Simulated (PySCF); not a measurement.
A structure optimised at PBE-D3(BJ)/def2-SVP, used in a PySCF frequency run:

```
N
H 1 1.0243
Si 1 1.7590 2 115.34
N 3 1.7490 1 104.49 2 136.18
H 4 1.0235 3 118.94 1 149.12
Si 1 1.7590 2 115.34 3 179.22
N 6 1.7490 1 104.49 2 -136.18
H 7 1.0235 6 118.94 1 -149.12
Si 4 1.7614 5 117.86 3 157.52
H 9 1.5008 4 109.50 5 129.86
H 9 1.5037 10 110.41 4 118.86
H 3 1.5082 4 115.94 5 -95.46
H 6 1.5082 7 115.94 8 95.46
H 3 1.5101 12 107.45 1 123.74
H 6 1.5101 13 107.45 1 -123.74
```
Charge 0, spin multiplicity 1.

**Question.** Write its SMILES, formula and point group.

**Answer.** N1[SiH2]N[SiH2]N[SiH2]1, H9N3Si3, Cs

**Question.** What are its rotational constants (standard atomic weights)?

**Answer.** 2.3164, 2.0089, 1.1798 GHz
